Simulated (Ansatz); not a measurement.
Reaction (ligand exchange at a Mo–N bond): `[NH2][Mo](=[O])(=[S])[Cl]` + HCl → `[O]=[Mo](=[S])([Cl])[Cl]` + NH₃

Gas-phase electronic energies from Ansatz, PBE0-D4/def2-TZVP geometries. CBS: MP2 limit from def2 TZ/QZ plus the TZ coupled-cluster correction, frozen cores. This one scheme is used for every species. Functionals use def2-TZVPP. B3LYP here is the variant with VWN-RPA as its local correlation; programs differ in this. HSE06 is defined as in plane-wave codes. Elements past krypton have def2 core potentials. For Mo outer-core shells are correlated without core-valence functions, which leaves a few kJ/mol of doubt a bond. Each species was taken in one conformer, which may not be the lowest.

`[NH2][Mo](=[O])(=[S])[Cl]`:

Cartesian coordinates in Å:
```
N -1.147 -0.275 -0.275
Mo 0.642 0.236 0.135
O 0.750 1.895 0.012
S 1.079 -0.401 2.095
Cl 2.081 -0.725 -1.318
H -1.631 -1.055 0.145
H -1.774 0.326 -0.793
```

HCl:

Z-matrix (Å, degrees):
```
Cl
H 1 1.279
```

`[O]=[Mo](=[S])([Cl])[Cl]`:

Cartesian coordinates in Å:
```
O 0.110 -1.100 1.355
Mo 0.005 -0.058 0.069
S 0.223 1.884 0.819
Cl 1.672 -0.476 -1.362
Cl -2.010 -0.250 -0.881
```

NH₃:

Z-matrix (Å, degrees):
```
N
H 1 1.013
H 1 1.013 2 107.1
H 1 1.013 2 107.1 3 -114.5
```

| level | ΔE (kJ/mol) | difference from CCSD(T)/CBS |
| --- | --- | --- |
| LDA (SPW92) | -39.6 | 8.2 |
| PBE-D4 | -46.9 | 0.9 |
| revPBE-D4 | -45.9 | 1.9 |
| r2SCAN-D4 | -48.3 | -0.5 |
| PBE0-D4 | -45.9 | 1.9 |
| B3LYP-D4 | -45.6 | 2.2 |
| r2SCANh-D4 | -47.7 | 0.1 |
| r2SCAN0-D4 | -46.9 | 0.9 |
| HSE06-D4 | -46.4 | 1.4 |
| BHLYP-D4 | -45.8 | 2.0 |
| CAM-B3LYP-D4 | -39.7 | 8.1 |
| ωB97X-V | -40.5 | 7.3 |
| ωB97M-V | -42.8 | 5.0 |
| B2PLYP | -53.0 | -5.2 |
| PBE-QIDH | -52.9 | -5.1 |
| PBE | -47.4 | 0.4 |
| revPBE | -49.3 | -1.5 |
| BLYP | -47.4 | 0.4 |
| r2SCAN | -48.6 | -0.8 |
| PBE0 | -46.2 | 1.6 |
| B3LYP | -46.1 | 1.7 |
| r2SCANh | -48.0 | -0.2 |
| r2SCAN0 | -47.1 | 0.7 |
| HSE06 | -46.6 | 1.2 |
| BHLYP | -44.7 | 3.1 |
| CAM-B3LYP | -39.9 | 7.9 |
| LC-ωPBE | -37.2 | 10.6 |
| MP2/def2-SVP | -51.5 | -3.7 |
| CCSD/def2-SVP | -33.2 | 14.6 |
| CCSD(T)/def2-SVP | -34.6 | 13.2 |
| HF/def2-TZVPP | -42.5 | 5.3 |
| MP2/def2-TZVPP | -63.3 | -15.5 |
| SCS-MP2/def2-TZVPP | -58.1 | -10.3 |
| CCSD(T)/def2-TZVPP | -43.8 | 4.0 |
| HF/def2-QZVPP | -44.2 | 3.6 |
| MP2/def2-QZVPP | -66.2 | -18.4 |
| SCS-MP2/def2-QZVPP | -60.7 | -12.9 |
| HF/CBS(def2) | -44.4 | 3.4 |
| MP2/CBS(def2) | -67.3 | -19.5 |
| CCSD/CBS(def2) | -45.2 | 2.6 |
| CCSD(T)/CBS | -47.8 | 0 |

(1) What do rigid-rotor, harmonic-oscillator terms from PBE0-D4/def2-TZVP frequencies (298.15 K, 1 bar) make of the CCSD(T)/CBS value? (An estimate is asked.)

Largest T1 diagnostic among the species: 0.024, so the coupled-cluster value is less sure than usual.

## Answers

(1) Computed: ΔZPE = +8.8 kJ/mol, ΔH = -38.8 kJ/mol, ΔS = 8 J/(mol·K), ΔG = -41.0 kJ/mol.

Leaving LDA and LC-ωPBE aside and taking each functional with its dispersion term where it has one, the values spread over 13.2 kJ/mol, from B2PLYP to CAM-B3LYP-D4. LDA lies +7.8 kJ/mol from PBE without D4. At CCSD(T), def2-SVP lies +13.2 kJ/mol from the extrapolated value and def2-TZVPP +4.0 kJ/mol.
